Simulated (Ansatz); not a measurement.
`CNBCl` + HCl → `ClBCl` + CH₃NH₂ at 298.15 K and 1 bar (ligand exchange at a B–N bond).

Computed with Ansatz on PBE0-D4/def2-TZVP structures; ΔE is electronic, products minus reactants. CCSD(T)/CBS adds triple-zeta CCSD(T) − MP2 to the extrapolated MP2 energy (def2 sets, frozen cores). This one scheme is used for every species. Each species was taken in one conformer, which may not be the lowest.

```tsv
species	CCSD(T)/CBS energy (Eh)	H − E (kJ/mol)	S (J/(mol·K))
`CNBCl`	-580.41629	199.5	302.3
HCl	-460.38127	26.6	186.8
`ClBCl`	-945.02167	50.8	268.0
CH₃NH₂	-95.75281	180.0	240.4
```

H − E and S are ideal-gas, rigid-rotor, harmonic terms from PBE0-D4/def2-TZVP, for one conformer and one mirror image of each species. 1 Eh = 2625.50 kJ/mol, R = 8.31446 J/(mol·K).

Task: By hand: ΔE, ΔH, ΔS and ΔG.

Result: ΔE = (-945.02167) + (-95.75281) − (-580.41629) − (-460.38127) = 0.02308 Eh = 60.6 kJ/mol. Δ(H − E) = 50.8 + 180.0 − 199.5 − 26.6 = 4.7, so ΔH = 65.3 kJ/mol. ΔS = 268.0 + 240.4 − 302.3 − 186.8 = 19.3 J/(mol·K). ΔG = 65.3 − 298.15 × (19.3)/1000 = 59.5 kJ/mol.

Task: By hand: the equilibrium constant, and the temperature at which ΔG would vanish if ΔH and ΔS stayed fixed.

Result: log₁₀ K = −ΔG/(RT ln 10) = -10.4. ΔG = 0 at ΔH/ΔS = 3383 K, far beyond where these terms or the molecules hold.

ΔH outweighs TΔS. A doubt of 5 kJ/mol in ΔE shifts log₁₀ K by 0.9 here. Other conformers and mirror images would add mixing entropy, several J/(mol·K) or more a flexible species. These are equilibria of isolated gas molecules and say nothing of rates. Largest T1 diagnostic: 0.012 (customary marks: 0.02 for closed shells, 0.045 for open ones).
